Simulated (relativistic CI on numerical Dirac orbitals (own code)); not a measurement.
**Radial parameters of Os37+**

Calculated at this level of theory: Dirac-Coulomb-Breit CI, separate exchange-only KLI orbitals for each configuration, a model potential for QED, unscaled Slater integrals (own radial code, finite nucleus).

Slater integrals F^k, G^k are unscaled and averaged over j, outside the closed core [Ar] 3d10; ζ comes from projecting the Hamiltonian with its Breit term on Σ l·s of the shell.

- 4s2 4p6 4d3: F^2(4d,4d) = 246380, F^4(4d,4d) = 167870, ζ(4d) = 68681 cm⁻¹; <r>(4d) = 0.4071, <r^2>(4d) = 0.1894 (bohr units).
- 4s2 4p6 4d2 4f: F^2(4d,4d) = 246210, F^4(4d,4d) = 167750, ζ(4d) = 68607, F^2(4d,4f) = 248150, F^4(4d,4f) = 161550, G^1(4d,4f) = 251250, G^3(4d,4f) = 174840, G^5(4d,4f) = 128970, ζ(4f) = 12157 cm⁻¹; <r>(4d) = 0.4074, <r^2>(4d) = 0.1897, <r>(4f) = 0.3808, <r^2>(4f) = 0.1641 (bohr units).
- 4s2 4p5 4d4: ζ(4p) = 550980, F^2(4d,4d) = 246320, F^4(4d,4d) = 167820, F^2(4p,4d) = 247160, G^1(4p,4d) = 306260, G^3(4p,4d) = 196350, ζ(4d) = 68418 cm⁻¹; <r>(4p) = 0.4061, <r^2>(4p) = 0.1867, <r>(4d) = 0.4071, <r^2>(4d) = 0.1895 (bohr units).

Give the Racah parameters of the d shell in 4s2 4p6 4d3.

B = F²/49 − 5F⁴/441 = 3125 cm⁻¹ and C = 35F⁴/441 = 13323 cm⁻¹.

Averages of the first 10 configurations, taken without configuration mixing, which lowers the lowest level and can move excited configurations by several eV; other configurations of the list can lie among them:

```csv
Configuration,Parity,States,Average energy above the lowest level (eV)
4s2 4p6 4d3,even,120,41.5
4s2 4p6 4d2 4f,odd,630,257.0
4s2 4p5 4d4,odd,1260,261.8
4s 4p6 4d4,even,420,447.3
4s 4p6 4d3 4f,odd,3360,660.6
4s2 4p6 4d2 5s,even,90,547.1
4s2 4p6 4d 4f 5s,odd,280,762.3
4s2 4p6 4d2 5p,odd,270,625.3
4s2 4p6 4d2 5d,even,450,724.6
4s2 4p5 4d3 5s,odd,1440,765.7
```
